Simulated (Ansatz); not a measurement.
Relaxation of CH$_{8}$FNSi$_{2}$ (13 atoms, charge 0, multiplicity 1), to a largest force component of 0.03 eV/Å in at most 50 steps.

Theory: UKS PBE0/def2-SVP in Ansatz.

```xyz
13
Properties=species:S:1:pos:R:3
Si -0.914 0.493 0.032
F -1.420 -1.983 -1.546
N -0.471 -0.680 1.030
C 0.719 -1.240 1.575
H -1.299 -2.047 -0.642
H -2.378 0.674 -0.160
Si 0.429 2.010 -1.183
H 1.445 -1.562 0.804
H 1.256 -0.526 2.228
H 0.499 -2.126 2.198
H 1.229 1.258 -2.197
H -0.456 2.996 -1.877
H 1.359 2.733 -0.263
```

**Question.** Where does it end, and by what steps?

**Answer.** The run converged. The force dipped under the threshold on the way, but the program's further checks kept it going. After 27 steps the energy has fallen by 0.366 eV; F2 moved furthest, 1.68 Å.

| step | energy less start (eV) | largest force component (eV/Å) | accepted |
| --- | --- | --- | --- |
| 0 | 0.0000 | 1.147 | yes |
| 1 | -0.0681 | 0.189 | yes |
| 2 | -0.1091 | 0.152 | yes |
| 3 | -0.1220 | 0.325 | yes |
| 4 | -0.1366 | 0.684 | yes |
| 5 | -0.1634 | 0.748 | yes |
| 6 | -0.1950 | 0.597 | yes |
| 7 | -0.2268 | 0.342 | yes |
| 8 | -0.2547 | 0.298 | yes |
| 9 | -0.2732 | 0.398 | yes |
| 10 | -0.2896 | 0.655 | yes |
| 11 | -0.3297 | 0.203 | yes |
| 12 | -0.3406 | 0.302 | yes |
| 13 | -0.3489 | 0.294 | yes |
| 14 | -0.3550 | 0.137 | yes |
| 15 | -0.3605 | 0.053 | yes |
| 16 | -0.3614 | 0.056 | yes |
| 17 | -0.3622 | 0.017 | yes |
| 18 | -0.3627 | 0.083 | yes |
| 19 | -0.3632 | 0.050 | yes |
| 20 | -0.3638 | 0.021 | yes |
| 21 | -0.3642 | 0.064 | yes |
| 22 | -0.3647 | 0.066 | yes |
| 23 | -0.3653 | 0.037 | yes |
| 24 | -0.3656 | 0.036 | yes |
| 25 | -0.3658 | 0.031 | yes |
| 26 | -0.3659 | 0.009 | yes |
| 27 | -0.3660 | 0.011 | yes |

```xyz
13
Properties=species:S:1:pos:R:3
Si -0.674 0.231 -0.702
F -2.261 -2.585 -0.219
N -0.318 -0.951 0.341
C 0.716 -1.134 1.309
H -1.504 -2.082 0.083
H -1.869 0.012 -1.554
Si 0.539 2.227 -0.965
H 1.299 -2.043 1.073
H 1.429 -0.293 1.400
H 0.275 -1.311 2.306
H 1.117 2.272 -2.343
H -0.381 3.390 -0.779
H 1.633 2.268 0.050
```

Whether the end is a true minimum wasn't checked by a vibrational analysis.

Time of the run: 2.3 min on 4 threads of Arm Neoverse N1 (shared host), peak memory 0.4 GiB.
